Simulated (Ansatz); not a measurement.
Si(CF3)H3 (CH₃F₃Si). The state is a triplet with charge 0. Geometry r2SCAN-D4/def2-SVP, that of the neutral singlet; atoms count from 1.

```xyz
8

Si    0.794   -0.142    0.563
C    -0.764    0.136   -0.541
F    -1.899   -0.216    0.098
F    -0.707   -0.589   -1.679
F    -0.896    1.431   -0.902
H     1.985    0.264   -0.229
H     0.845   -1.586    0.913
H     0.641    0.702    1.778
```

At PBE0-D4/def2-TZVP a singlet of charge 0 lies 7.92 eV below the triplet at the same geometry.

(1) Estimate the Mulliken populations from the PBE0/def2-TZVP orbitals of Ansatz.

(2) Where does the spin sit?

(3) And the Mayer bond orders between heavy atoms (over 0.3)?

## Answers

(1) 
| atom | charge (e) | spin (α − β) |
| --- | --- | --- |
| Si1 | -0.69 | 1.42 |
| C2 | 0.69 | 0.26 |
| F3 | -0.08 | 0.10 |
| F4 | -0.08 | 0.10 |
| F5 | -0.08 | 0.10 |
| H6 | 0.08 | 0.01 |
| H7 | 0.08 | 0.01 |
| H8 | 0.08 | 0.01 |
Mulliken values depend strongly on the basis.

(2) Summed by element: Si 1.42, C 0.26, F 0.31, H 0.02, of 2 unpaired in all. Largest on single atoms: Si1 1.42, C2 0.26, F5 0.10.

(3) C2–F3 1.18 (1.35 Å); C2–F4 1.18 (1.35 Å); C2–F5 1.18 (1.35 Å).
